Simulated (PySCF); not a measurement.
C₂H₅BCl₂, SMILES ClB(Cl)CC.

The structure is a stationary point at PBE-D3(BJ)/def2-SVP. Other conformers were not sampled.

Computed with PBE-D3(BJ)/def2-SVP (PySCF).

Frequencies are harmonic and unscaled.

Problem. Give all harmonic wavenumbers and intensities. (The exact figures need the calculation; the answer reports its results.)

Solution. 
```json
[
 {"mode": "1", "ν (cm⁻¹)": "31", "IR (km/mol)": "0.7", "moving atoms (share of kinetic energy)": "H 56 %, C 33 %, Cl 10 %"},
 {"mode": "2", "ν (cm⁻¹)": "170", "IR (km/mol)": "0.3", "moving atoms (share of kinetic energy)": "Cl 44 %, C 34 %, H 19 %"},
 {"mode": "3", "ν (cm⁻¹)": "198", "IR (km/mol)": "0.2", "moving atoms (share of kinetic energy)": "H 82 %, C 10 %"},
 {"mode": "4", "ν (cm⁻¹)": "258", "IR (km/mol)": "1.7", "moving atoms (share of kinetic energy)": "Cl 70 %, C 19 %"},
 {"mode": "5", "ν (cm⁻¹)": "366", "IR (km/mol)": "1.8", "moving atoms (share of kinetic energy)": "Cl 42 %, C 41 %, H 15 %"},
 {"mode": "6", "ν (cm⁻¹)": "374", "IR (km/mol)": "0.0", "moving atoms (share of kinetic energy)": "B 52 %, H 42 %"},
 {"mode": "7", "ν (cm⁻¹)": "532", "IR (km/mol)": "5.2", "moving atoms (share of kinetic energy)": "Cl 42 %, C 38 %, H 14 %"},
 {"mode": "8", "ν (cm⁻¹)": "682", "IR (km/mol)": "14.7", "moving atoms (share of kinetic energy)": "H 54 %, B 25 %, C 20 %"},
 {"mode": "9", "ν (cm⁻¹)": "900", "IR (km/mol)": "177.3", "moving atoms (share of kinetic energy)": "B 47 %, H 40 %, Cl 9 %"},
 {"mode": "10", "ν (cm⁻¹)": "943", "IR (km/mol)": "0.0", "moving atoms (share of kinetic energy)": "H 79 %, C 15 %"},
 {"mode": "11", "ν (cm⁻¹)": "952", "IR (km/mol)": "95.3", "moving atoms (share of kinetic energy)": "B 38 %, C 33 %, H 24 %"},
 {"mode": "12", "ν (cm⁻¹)": "1038", "IR (km/mol)": "111.7", "moving atoms (share of kinetic energy)": "B 38 %, H 32 %, C 27 %"},
 {"mode": "13", "ν (cm⁻¹)": "1073", "IR (km/mol)": "62.6", "moving atoms (share of kinetic energy)": "H 44 %, C 31 %, B 23 %"},
 {"mode": "14", "ν (cm⁻¹)": "1199", "IR (km/mol)": "0.3", "moving atoms (share of kinetic energy)": "H 80 %, C 19 %"},
 {"mode": "15", "ν (cm⁻¹)": "1287", "IR (km/mol)": "61.5", "moving atoms (share of kinetic energy)": "C 46 %, H 41 %, B 13 %"},
 {"mode": "16", "ν (cm⁻¹)": "1342", "IR (km/mol)": "5.1", "moving atoms (share of kinetic energy)": "H 89 %, C 10 %"},
 {"mode": "17", "ν (cm⁻¹)": "1357", "IR (km/mol)": "1.7", "moving atoms (share of kinetic energy)": "H 80 %, C 20 %"},
 {"mode": "18", "ν (cm⁻¹)": "1423", "IR (km/mol)": "14.0", "moving atoms (share of kinetic energy)": "H 95 %"},
 {"mode": "19", "ν (cm⁻¹)": "1425", "IR (km/mol)": "7.8", "moving atoms (share of kinetic energy)": "H 97 %"},
 {"mode": "20", "ν (cm⁻¹)": "2951", "IR (km/mol)": "17.1", "moving atoms (share of kinetic energy)": "H 94 %"},
 {"mode": "21", "ν (cm⁻¹)": "2977", "IR (km/mol)": "24.4", "moving atoms (share of kinetic energy)": "H 97 %"},
 {"mode": "22", "ν (cm⁻¹)": "2984", "IR (km/mol)": "1.9", "moving atoms (share of kinetic energy)": "H 91 %, C 9 %"},
 {"mode": "23", "ν (cm⁻¹)": "3065", "IR (km/mol)": "17.7", "moving atoms (share of kinetic energy)": "H 91 %, C 9 %"},
 {"mode": "24", "ν (cm⁻¹)": "3066", "IR (km/mol)": "14.5", "moving atoms (share of kinetic energy)": "H 91 %, C 9 %"}
]
```
